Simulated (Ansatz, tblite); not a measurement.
Forces on the cluster Rb6 at its PBE0/def2-SVP geometry. The state is a singlet with charge 0.

In the def2 sets Rb takes a core potential; there is no spin–orbit coupling. The xTB rows come from tblite. The restricted singlet is unstable towards broken spin symmetry in Hartree–Fock (as tested in another run); at r2SCAN/def2-TZVP, PBE0/def2-TZVP this wasn't settled. The structure comes from a short search, and lower isomers may exist.

GFN2-xTB (tblite), largest force 0.24 eV/Å:

```xyz
6
positions Å, forces eV/Å
Rb   -0.941    0.996    3.816   -0.052    0.051    0.075
Rb   -1.459   -2.073   -3.244   -0.061   -0.019   -0.086
Rb    1.709    1.568   -3.407    0.008    0.061   -0.089
Rb   -2.997   -2.669    1.358   -0.094   -0.041    0.027
Rb    2.242    3.424    1.059    0.027    0.103    0.018
Rb    1.445   -1.246    0.418    0.172   -0.154    0.055
```

r2SCAN/def2-TZVP (Ansatz), largest force 0.03 eV/Å:

```
Rb -0.008 0.007 0.023
Rb -0.012 -0.013 -0.017
Rb 0.010 0.011 -0.021
Rb -0.018 -0.010 0.005
Rb 0.008 0.018 0.007
Rb 0.021 -0.013 0.002
```

PBE0/def2-TZVP (Ansatz), largest force 0.01 eV/Å:

```
Rb 0.002 -0.002 0.000
Rb 0.001 -0.001 0.004
Rb 0.001 -0.002 0.001
Rb 0.004 0.006 -0.002
Rb -0.005 -0.006 0.001
Rb -0.003 0.006 -0.004
```
